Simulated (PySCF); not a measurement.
H8N2OSi2, SMILES N[Si@@H](O)N[SiH3]. Atoms are numbered in the order given.

```xyz
13

N     -1.3094     0.8182     0.9086
Si    -0.8442     0.0886    -0.5802
O     -0.7414     1.0598    -1.9377
N      0.7738    -0.4656    -0.3492
Si     1.5238    -0.8210     1.1860
H     -0.8063     1.6062     1.3047
H     -2.2549     0.7498     1.2683
H     -1.8846    -0.9515    -0.8260
H     -1.5737     1.2541    -2.3838
H      1.3630    -0.5268    -1.1756
H      0.7033    -1.7651     1.9976
H      2.8457    -1.4519     0.8954
H      1.7728     0.3920     2.0242
```

The structure is a stationary point at B3LYP-D3(BJ)/def2-SVP. The structure was generated by enumeration; whether it is a known compound was not checked. The values are those of a single conformer.

Two levels are set side by side: PBE/pcSseg-1 (PySCF) and HF/pcSseg-1 (PySCF). GIAO shifts against H2O (¹⁷O), NH3 (¹⁵N), TMS (²⁹Si), TMS (¹H) at the same level; non-relativistic, no solvent, atoms listed together averaged. Differences are taken from unrounded values.

| quantity | HF |
|---|---|
| δ(¹⁵N) of N1 (ppm) | 28.7 |
| δ(²⁹Si) of Si2 (ppm) | -41.2 |
| δ(¹⁷O) of O3 (ppm) | 51.4 |
| δ(¹⁵N) of N4 (ppm) | 6.1 |
| δ(²⁹Si) of Si5 (ppm) | -54.9 |
| δ(¹H) of H6, H7 (ppm) | 1.43 |
| δ(¹H) of H8 (ppm) | 4.38 |
| δ(¹H) of H9 (ppm) | 2.07 |
| δ(¹H) of H10 (ppm) | 0.62 |

Question: What does PBE give, and how far is it from HF? (The exact figures need the calculation; the answer reports its results.)

Answer: 
```
quantity                 PBE  PBE minus HF
---------------------  -----  ------------
δ(¹⁵N) of N1 (ppm)      46.0          17.4
δ(²⁹Si) of Si2 (ppm)   -38.1           3.1
δ(¹⁷O) of O3 (ppm)      82.6          31.2
δ(¹⁵N) of N4 (ppm)      22.5          16.4
δ(²⁹Si) of Si5 (ppm)   -60.5          -5.5
δ(¹H) of H6, H7 (ppm)   1.29         -0.14
δ(¹H) of H8 (ppm)       5.39          1.01
δ(¹H) of H9 (ppm)       1.81         -0.27
δ(¹H) of H10 (ppm)      0.50         -0.12
```

Rough cost on one machine, each run with all the roots and properties that it gave: HF against PBE within a factor of 2.
